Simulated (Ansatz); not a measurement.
Two isomers of C2H9BSSi: A = `CB[SiH2]SC`, B = `CCBS[SiH3]`.

Program: Ansatz. Geometries: PBE0-D4/def2-TZVP. ΔE: electronic, gas phase. CCSD(T)/CBS is the MP2 limit (def2-TZVPP, def2-QZVPP) plus CCSD(T) − MP2 in def2-TZVPP, frozen cores. DFT in def2-TZVPP. B3LYP here is the variant with VWN-RPA as its local correlation; programs differ in this. Each species was taken in one conformer, which may not be the lowest.

Question: Which is lower in electronic energy at CCSD(T)/CBS, and by how much? (Best estimate.)

Answer: Computed: B, by 111.7 kJ/mol.

Question: Give E(B) − E(A) in kJ/mol with B3LYP-D4, BLYP-D4, B2PLYP, CCSD(T)/def2-SVP, HF/def2-TZVPP, ωB97M-V, B3LYP. (Best estimate.)

Answer: Ansatz gave: B3LYP-D4 -107.1, BLYP-D4 -104.5, B2PLYP -113.5, CCSD(T)/def2-SVP -133.0, HF/def2-TZVPP -113.5, ωB97M-V -111.3, B3LYP -108.5. None reverses the order clearly.

Question: Does the order hold for the free energy at 298.15 K (harmonic terms from PBE0-D4)? (Estimate.)

Answer: Computed: Yes: G(B) − G(A) = -107.2 kJ/mol, for one conformer each. Modes under 60 cm⁻¹, often nearly free rotors, make the harmonic entropy too high.

Largest T1 diagnostic: 0.012.

Leaving LDA and LC-ωPBE aside and taking each functional with its dispersion term where it has one, the values, not all of them listed here, spread over 11.6 kJ/mol, from PBE-QIDH to revPBE-D4. LDA lies −6.9 kJ/mol from PBE without D4. At CCSD(T), def2-SVP lies −21.3 kJ/mol from the extrapolated value and def2-TZVPP −3.5 kJ/mol.
